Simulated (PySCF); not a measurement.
C₄H₄F₂, SMILES FC1=CC[C@H]1F.

Geometry: PBE-D3(BJ)/def2-SVP. The structure was generated by enumeration; whether it is a known compound was not checked.

Calculation: PBE-D3(BJ)/def2-SVP (PySCF).

No scaling factor is applied to the harmonic values.

List the normal modes with their intensities. (Estimate from the structure and the level; the computed values follow.)


```csv
mode,ν (cm⁻¹),IR (km/mol),Raman (Å⁴/amu),depolarisation,moving atoms (share of kinetic energy)
1,189,0.4,1.8,0.75,"C 46 %, H 30 %, F 24 %"
2,226,0.3,1.0,0.74,"F 82 %, C 14 %"
3,354,3.3,1.9,0.74,"C 48 %, F 30 %, H 23 %"
4,456,1.8,0.8,0.53,"C 46 %, F 30 %, H 24 %"
5,612,9.1,3.3,0.70,"C 64 %, F 27 %, H 10 %"
6,660,12.6,5.2,0.36,"C 45 %, F 38 %, H 17 %"
7,795,18.6,4.5,0.46,"H 58 %, C 33 %, F 9 %"
8,843,32.6,10.4,0.46,"H 58 %, C 33 %, F 10 %"
9,916,31.6,3.5,0.70,"C 67 %, H 28 %"
10,918,1.8,8.5,0.65,"H 56 %, C 42 %"
11,1003,2.6,5.3,0.19,"C 57 %, H 41 %"
12,1060,20.3,9.5,0.65,"H 62 %, C 31 %"
13,1114,36.5,4.8,0.66,"H 51 %, C 41 %, F 9 %"
14,1136,70.9,2.7,0.62,"C 49 %, H 39 %, F 12 %"
15,1164,4.9,2.3,0.25,"H 66 %, C 33 %"
16,1212,11.2,4.1,0.38,"C 54 %, H 41 %"
17,1288,51.1,3.9,0.68,"H 57 %, C 38 %"
18,1351,98.0,9.4,0.75,"C 59 %, H 37 %"
19,1410,8.9,19.4,0.53,"H 83 %, C 17 %"
20,1695,134.6,19.3,0.12,C 92 %
21,2978,26.6,93.9,0.59,H 93 %
22,2985,32.7,211.2,0.07,H 94 %
23,3050,11.9,99.5,0.74,"H 90 %, C 10 %"
24,3168,2.6,128.0,0.28,"H 91 %, C 9 %"
```
